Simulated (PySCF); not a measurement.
Vanadium: a sound run and one with changed settings

Sound run: V [Ar] 3d3 4s2, V⁺ [Ar] 3d4. All numbers are calculated (PySCF 2.14, the spin-free X2C one-electron Hamiltonian (Gaussian nucleus), in aug-cc-pVDZ-DK). The sound run starts from symmetry-adapted Hartree-Fock orbitals and uses a fine grid where one is needed.

Changed run: 6 angular points. This setting is unsound on purpose.

| species | method | sound run (hartree) | changed run (hartree) | converged |
| --- | --- | --- | --- | --- |
| V | UHF | -948.14019 | -948.14019 | yes |
| V | LDA | -946.95668 | -946.45211 | no |
| V | MN15 | -949.60753 | -948.97242 | yes |
| V⁺ | UHF | -947.91381 | -947.91381 | yes |
| V⁺ | LDA | -946.71838 | -948.23406 | yes |
| V⁺ | MN15 | -949.38463 | -949.22970 | yes |

Ionisation energy of V:

```tsv
method	sound run (eV)	changed run (eV)
UHF	6.160	6.160
MN15	6.065	-7.001
```

A coarse angular grid integrates products of high-l functions wrongly, so density functionals can shift, and the SCF can exploit the error; Hartree-Fock and MP2 need no grid. A negative ionisation energy or a positive MP2 energy shows that the occupation asked for is not the lowest one in this basis.

For comparison, NIST gives 6.746 eV between the lowest levels.
